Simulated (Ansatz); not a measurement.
BeHI (SMILES [BeH][I]) moved off its minimum; all values from Ansatz (an electronic-structure program), cores frozen in correlated methods. Elements past Kr take the def2 small-core potentials, without spin–orbit coupling.
(charge 0, multiplicity 1)
```xyz
3

Be     0.00739     0.00280    -1.99336
H     -0.02079     0.01247    -3.29403
I     -0.02474    -0.02792     0.21633
```

Forces at B3LYP/def2-TZVPP (eV/Å):

| atom | Fx | Fy | Fz |
|---|---|---|---|
| Be1 | -0.053 | -0.018 | 0.789 |
| H2 | 0.027 | 0.009 | -0.363 |
| I3 | 0.027 | 0.010 | -0.426 |

Question: Give the forces (eV/Å), the total energy and the dipole at CCSD(T)/def2-TZVPPD.

Answer: 
| atom | Fx | Fy | Fz |
|---|---|---|---|
| Be1 | -0.048 | -0.016 | 0.615 |
| H2 | 0.025 | 0.009 | -0.427 |
| I3 | 0.023 | 0.006 | -0.188 |
Energy -312.1432 hartree, dipole 0.29 D.
